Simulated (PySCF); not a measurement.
Job for PySCF: R-B3LYP/6-311+G** on N2 (SMILES N#N).

```python
from pyscf import gto, scf, dft, mp
from pyscf.data.elements import chemcore

mol = gto.M(
    atom='''
    N     0.12831670   -0.11722110    4.07836287
    N     0.03404958   -0.15407452    2.99272068
    ''',
    basis='6-311+g**',
    charge=0, spin=0, verbose=3, max_memory=1800)
mf = dft.RKS(mol, xc='b3lyp')
mf.conv_tol = 1e-8
mf.max_cycle = 100
mf.kernel()
if not mf.converged:
    mf = mf.newton().run(mf.mo_coeff, mf.mo_occ)
```

Output:

```
converged SCF energy = -109.559615230988
```

Self-consistency was reached.

Cost: around 0.6 core-seconds (rough).
